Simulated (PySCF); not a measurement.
**Energy of Pd²⁺ (palladium, charge +2) between two integer charges**

The 4d beta orbital of [Kr] 4d8 is emptied in steps (occupation f), with all orbitals relaxed, ending at [Kr] 4d7. Calculation: PySCF 2.14, in def2-TZVP with the def2 core potential (28 electrons) (6s4p3d1f, 40 functions); scalar relativity through the core potential. The exact energy is a straight line in f; departures are measured from the line between the end points of the same method.

| f | CAM-B3LYP (eV) |
| --- | --- |
| 1 | 0.000 |
| 0.8 | -0.515 |
| 0.6 | -0.777 |
| 0.4 | -0.783 |
| 0.2 | -0.526 |
| 0 | 0.000 |

```json
{"method": "CAM-B3LYP", "E(f=0) − E(f=1) (eV)": "33.351", "−ε at f=1 (eV)": "30.158", "−ε at f=0.4 (eV)": "33.977"}
```

Orbital energy along the path (eV):

```tsv
f	CAM-B3LYP
1	-30.158
0.8	-31.403
0.6	-32.677
0.4	-33.977
0.2	-35.303
0	-36.661
```

Reference removal energy between the ground levels: 32.93 eV (semi-empirical (NIST evaluation); NIST Atomic Spectra Database, ionization energies). The calculation has no spin-orbit coupling. The determinant left behind need not be the lowest term of the ion.
